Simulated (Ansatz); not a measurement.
Born–Oppenheimer molecular dynamics of a periodic cell of 13 atoms, Zr₁₂O (host Zr, host structure hcp, interstitial O). It goes on from the last frame of an earlier run, with new velocities.

All numbers below come from Ansatz, DFT PBE-D3(BJ), scalar-relativistic, plane waves, PAW. Settings: accuracy low, cutoff 420 eV, k mesh 3x2x3, fermi-dirac smearing 0.15 eV, no spin polarisation.

| Quantity | Value |
| --- | --- |
| ensemble | NVT, Langevin thermostat |
| time step | 1 fs |
| steps asked | 210 |
| set temperature | 840 K |
| friction | 0.05 /fs |
| seed | 699002 |

Frames 2 fs apart, positions in Å, forces in eV/Å.

Velocities at 130 fs (Å/ps):

```
Zr 3.29 -0.38 0.61
Zr -1.78 5.98 -0.61
Zr 3.68 -1.37 0.04
Zr -6.42 1.01 2.19
Zr 0.35 0.97 1.87
Zr -1.06 2.95 -1.00
Zr -3.73 0.95 -2.97
Zr 0.64 -0.13 2.34
Zr 8.17 2.04 -0.37
Zr 1.26 1.41 -0.12
Zr 3.23 -2.75 4.34
Zr -0.01 -4.73 3.24
O 2.14 3.89 -0.85
```

```xyz
13
Lattice="6.4600 0.0000 0.0000 -4.8450 8.3918 0.0000 0.0000 0.0000 5.1454" Properties=species:S:1:pos:R:3:forces:R:3 time_fs=130 energy_less_start_eV=-0.204 T=861
Zr 0.204 0.103 0.030 -0.69 -0.07 -0.40
Zr 0.226 1.910 2.622 -0.96 -0.03 0.27
Zr -1.486 2.813 -0.043 -0.22 0.39 0.25
Zr -1.462 4.832 2.704 -0.14 -0.58 -0.60
Zr -3.195 5.679 -0.014 -0.03 -0.18 0.38
Zr -3.159 7.471 2.546 0.35 -0.06 0.00
Zr 3.315 0.082 -0.085 0.29 -0.04 0.31
Zr 3.318 1.891 2.610 0.43 0.40 -0.01
Zr 1.624 2.948 0.222 0.55 0.03 -1.10
Zr 1.747 4.666 2.711 -0.25 0.49 0.20
Zr -0.022 5.758 0.075 0.64 -0.25 0.07
Zr 0.108 7.630 2.587 0.35 -0.47 0.10
O 4.969 0.997 1.216 -0.32 0.37 0.52
13
Lattice="6.4600 0.0000 0.0000 -4.8450 8.3918 0.0000 0.0000 0.0000 5.1454" Properties=species:S:1:pos:R:3:forces:R:3 time_fs=132 energy_less_start_eV=-0.212 T=902
Zr 0.209 0.105 0.031 -0.73 -0.07 -0.40
Zr 0.224 1.922 2.622 -0.95 -0.09 0.28
Zr -1.476 2.812 -0.042 -0.25 0.40 0.24
Zr -1.472 4.832 2.708 -0.11 -0.56 -0.59
Zr -3.192 5.681 -0.010 -0.02 -0.15 0.37
Zr -3.161 7.476 2.546 0.36 -0.08 0.00
Zr 3.308 0.085 -0.092 0.41 -0.05 0.41
Zr 3.318 1.888 2.615 0.46 0.39 -0.06
Zr 1.641 2.950 0.220 0.51 0.02 -1.07
Zr 1.748 4.670 2.713 -0.27 0.48 0.20
Zr -0.016 5.753 0.083 0.62 -0.24 0.05
Zr 0.108 7.621 2.594 0.35 -0.34 0.02
O 4.979 1.000 1.216 -0.39 0.29 0.56
13
Lattice="6.4600 0.0000 0.0000 -4.8450 8.3918 0.0000 0.0000 0.0000 5.1454" Properties=species:S:1:pos:R:3:forces:R:3 time_fs=134 energy_less_start_eV=-0.213 T=971
Zr 0.210 0.108 0.032 -0.73 -0.09 -0.43
Zr 0.225 1.932 2.621 -0.94 -0.14 0.28
Zr -1.465 2.814 -0.038 -0.29 0.39 0.22
Zr -1.480 4.831 2.713 -0.09 -0.54 -0.58
Zr -3.186 5.683 -0.004 -0.04 -0.13 0.36
Zr -3.166 7.481 2.547 0.39 -0.10 -0.01
Zr 3.300 0.085 -0.102 0.53 -0.05 0.51
Zr 3.318 1.885 2.621 0.51 0.41 -0.14
Zr 1.657 2.949 0.215 0.49 0.03 -1.04
Zr 1.747 4.676 2.713 -0.27 0.44 0.20
Zr -0.013 5.747 0.089 0.62 -0.22 0.03
Zr 0.111 7.612 2.597 0.31 -0.23 -0.04
O 4.994 1.005 1.213 -0.50 0.23 0.62
13
Lattice="6.4600 0.0000 0.0000 -4.8450 8.3918 0.0000 0.0000 0.0000 5.1454" Properties=species:S:1:pos:R:3:forces:R:3 time_fs=136 energy_less_start_eV=-0.203 T=802
Zr 0.207 0.111 0.032 -0.70 -0.11 -0.45
Zr 0.228 1.940 2.621 -0.94 -0.18 0.29
Zr -1.453 2.817 -0.037 -0.34 0.40 0.20
Zr -1.488 4.828 2.716 -0.08 -0.50 -0.58
Zr -3.183 5.687 0.000 -0.05 -0.12 0.35
Zr -3.175 7.487 2.548 0.45 -0.12 -0.03
Zr 3.294 0.086 -0.113 0.60 -0.05 0.64
Zr 3.318 1.882 2.626 0.57 0.44 -0.21
Zr 1.669 2.949 0.211 0.49 0.05 -1.01
Zr 1.744 4.684 2.714 -0.27 0.40 0.21
Zr -0.011 5.741 0.095 0.62 -0.19 0.02
Zr 0.114 7.604 2.602 0.27 -0.12 -0.11
O 5.008 1.016 1.210 -0.62 0.11 0.69
13
Lattice="6.4600 0.0000 0.0000 -4.8450 8.3918 0.0000 0.0000 0.0000 5.1454" Properties=species:S:1:pos:R:3:forces:R:3 time_fs=138 energy_less_start_eV=-0.190 T=865
Zr 0.201 0.112 0.029 -0.67 -0.13 -0.45
Zr 0.232 1.949 2.623 -0.96 -0.22 0.28
Zr -1.444 2.820 -0.039 -0.38 0.44 0.18
Zr -1.497 4.823 2.719 -0.06 -0.43 -0.58
Zr -3.180 5.689 0.004 -0.04 -0.11 0.33
Zr -3.187 7.491 2.545 0.52 -0.12 -0.03
Zr 3.289 0.086 -0.124 0.64 -0.06 0.73
Zr 3.318 1.883 2.631 0.63 0.43 -0.27
Zr 1.682 2.946 0.208 0.48 0.08 -0.98
Zr 1.744 4.693 2.714 -0.28 0.35 0.21
Zr -0.010 5.736 0.097 0.62 -0.15 0.02
Zr 0.116 7.595 2.605 0.22 0.00 -0.19
O 5.021 1.039 1.209 -0.70 -0.08 0.75
13
Lattice="6.4600 0.0000 0.0000 -4.8450 8.3918 0.0000 0.0000 0.0000 5.1454" Properties=species:S:1:pos:R:3:forces:R:3 time_fs=140 energy_less_start_eV=-0.173 T=890
Zr 0.193 0.115 0.031 -0.63 -0.16 -0.48
Zr 0.235 1.961 2.627 -0.96 -0.27 0.25
Zr -1.438 2.821 -0.042 -0.40 0.50 0.17
Zr -1.503 4.816 2.723 -0.05 -0.32 -0.59
Zr -3.178 5.692 0.010 -0.03 -0.10 0.30
Zr -3.198 7.496 2.541 0.59 -0.12 0.00
Zr 3.285 0.086 -0.132 0.65 -0.06 0.80
Zr 3.319 1.888 2.640 0.67 0.40 -0.34
Zr 1.694 2.939 0.203 0.46 0.13 -0.94
Zr 1.746 4.700 2.716 -0.30 0.31 0.20
Zr -0.008 5.730 0.095 0.62 -0.12 0.05
Zr 0.117 7.589 2.607 0.17 0.09 -0.25
O 5.034 1.065 1.209 -0.78 -0.28 0.82
13
Lattice="6.4600 0.0000 0.0000 -4.8450 8.3918 0.0000 0.0000 0.0000 5.1454" Properties=species:S:1:pos:R:3:forces:R:3 time_fs=142 energy_less_start_eV=-0.163 T=817
Zr 0.186 0.121 0.035 -0.59 -0.19 -0.52
Zr 0.237 1.972 2.630 -0.95 -0.31 0.25
Zr -1.433 2.826 -0.043 -0.42 0.52 0.17
Zr -1.508 4.807 2.728 -0.05 -0.22 -0.62
Zr -3.178 5.694 0.014 -0.02 -0.09 0.29
Zr -3.207 7.501 2.538 0.65 -0.12 0.03
Zr 3.283 0.085 -0.139 0.65 -0.06 0.86
Zr 3.321 1.896 2.649 0.68 0.37 -0.41
Zr 1.703 2.933 0.196 0.45 0.17 -0.87
Zr 1.745 4.706 2.719 -0.31 0.28 0.17
Zr -0.005 5.726 0.090 0.61 -0.08 0.09
Zr 0.119 7.584 2.606 0.13 0.15 -0.27
O 5.041 1.086 1.215 -0.83 -0.42 0.83
13
Lattice="6.4600 0.0000 0.0000 -4.8450 8.3918 0.0000 0.0000 0.0000 5.1454" Properties=species:S:1:pos:R:3:forces:R:3 time_fs=144 energy_less_start_eV=-0.157 T=630
Zr 0.182 0.127 0.039 -0.58 -0.21 -0.54
Zr 0.238 1.981 2.636 -0.95 -0.34 0.22
Zr -1.429 2.832 -0.046 -0.44 0.47 0.25
Zr -1.512 4.798 2.735 -0.05 -0.10 -0.66
Zr -3.179 5.695 0.016 -0.01 -0.08 0.27
Zr -3.216 7.506 2.534 0.70 -0.13 0.07
Zr 3.281 0.080 -0.145 0.65 -0.04 0.89
Zr 3.323 1.902 2.654 0.70 0.34 -0.45
Zr 1.710 2.925 0.189 0.44 0.22 -0.81
Zr 1.744 4.711 2.720 -0.31 0.24 0.14
Zr -0.001 5.726 0.087 0.60 -0.08 0.12
Zr 0.121 7.582 2.603 0.09 0.19 -0.26
O 5.046 1.100 1.228 -0.85 -0.47 0.76
13
Lattice="6.4600 0.0000 0.0000 -4.8450 8.3918 0.0000 0.0000 0.0000 5.1454" Properties=species:S:1:pos:R:3:forces:R:3 time_fs=146 energy_less_start_eV=-0.155 T=679
Zr 0.181 0.134 0.042 -0.59 -0.22 -0.53
Zr 0.237 1.990 2.643 -0.93 -0.39 0.16
Zr -1.426 2.836 -0.050 -0.44 0.42 0.34
Zr -1.513 4.791 2.742 -0.05 0.00 -0.69
Zr -3.179 5.696 0.020 0.01 -0.07 0.26
Zr -3.222 7.510 2.532 0.75 -0.14 0.11
Zr 3.281 0.076 -0.150 0.66 -0.03 0.91
Zr 3.326 1.907 2.658 0.69 0.31 -0.49
Zr 1.715 2.914 0.181 0.44 0.28 -0.72
Zr 1.741 4.716 2.723 -0.29 0.20 0.10
Zr 0.005 5.728 0.086 0.57 -0.10 0.14
Zr 0.124 7.578 2.603 0.06 0.24 -0.26
O 5.051 1.114 1.242 -0.85 -0.51 0.68
13
Lattice="6.4600 0.0000 0.0000 -4.8450 8.3918 0.0000 0.0000 0.0000 5.1454" Properties=species:S:1:pos:R:3:forces:R:3 time_fs=148 energy_less_start_eV=-0.160 T=696
Zr 0.182 0.140 0.045 -0.63 -0.22 -0.49
Zr 0.237 2.000 2.650 -0.92 -0.44 0.09
Zr -1.427 2.841 -0.053 -0.43 0.38 0.40
Zr -1.513 4.785 2.747 -0.06 0.11 -0.70
Zr -3.181 5.694 0.023 0.03 -0.04 0.25
Zr -3.224 7.516 2.532 0.77 -0.15 0.13
Zr 3.282 0.074 -0.150 0.67 -0.03 0.91
Zr 3.333 1.909 2.661 0.65 0.31 -0.52
Zr 1.717 2.904 0.170 0.44 0.34 -0.63
Zr 1.738 4.721 2.727 -0.26 0.16 0.06
Zr 0.014 5.732 0.086 0.52 -0.11 0.15
Zr 0.130 7.574 2.603 0.01 0.28 -0.25
O 5.046 1.131 1.255 -0.79 -0.60 0.60
13
Lattice="6.4600 0.0000 0.0000 -4.8450 8.3918 0.0000 0.0000 0.0000 5.1454" Properties=species:S:1:pos:R:3:forces:R:3 time_fs=150 energy_less_start_eV=-0.161 T=723
Zr 0.183 0.141 0.049 -0.71 -0.16 -0.47
Zr 0.237 2.011 2.655 -0.91 -0.50 0.02
Zr -1.429 2.846 -0.055 -0.41 0.36 0.44
Zr -1.512 4.782 2.753 -0.07 0.19 -0.73
Zr -3.182 5.693 0.020 0.05 -0.02 0.26
Zr -3.223 7.523 2.527 0.78 -0.16 0.17
Zr 3.281 0.070 -0.152 0.70 -0.04 0.91
Zr 3.340 1.908 2.665 0.58 0.33 -0.54
Zr 1.720 2.896 0.160 0.41 0.39 -0.54
Zr 1.734 4.728 2.730 -0.23 0.11 0.01
Zr 0.022 5.735 0.087 0.47 -0.14 0.16
Zr 0.139 7.569 2.602 -0.03 0.34 -0.24
O 5.028 1.147 1.262 -0.64 -0.71 0.55
13
Lattice="6.4600 0.0000 0.0000 -4.8450 8.3918 0.0000 0.0000 0.0000 5.1454" Properties=species:S:1:pos:R:3:forces:R:3 time_fs=152 energy_less_start_eV=-0.150 T=582
Zr 0.185 0.144 0.053 -0.76 -0.12 -0.46
Zr 0.237 2.022 2.659 -0.92 -0.57 -0.05
Zr -1.431 2.853 -0.056 -0.38 0.33 0.46
Zr -1.511 4.779 2.761 -0.08 0.28 -0.79
Zr -3.185 5.691 0.016 0.06 0.01 0.29
Zr -3.225 7.527 2.521 0.78 -0.15 0.20
Zr 3.283 0.065 -0.153 0.71 -0.02 0.89
Zr 3.345 1.910 2.669 0.52 0.34 -0.54
Zr 1.722 2.890 0.152 0.38 0.43 -0.48
Zr 1.728 4.733 2.732 -0.19 0.07 -0.03
Zr 0.031 5.737 0.084 0.42 -0.15 0.19
Zr 0.144 7.564 2.601 -0.07 0.39 -0.23
O 5.006 1.164 1.262 -0.48 -0.83 0.54
```

Of the whole run (210 fs, mean temperature of the second half 773 K): A run of 0.21 ps of so small a system gives no equilibrium averages. Limits of this set-up: coarse k mesh, a small cell, in which the defect meets its images, a typed lattice constant that wasn't relaxed here, low accuracy level.

Time of the run: 29 min on 2 threads of Intel(R) Xeon(R) Platinum 8259CL CPU @ 2.50GHz (Skylake/Cascade Lake), with other jobs on the host, peak memory 0.99 GiB.
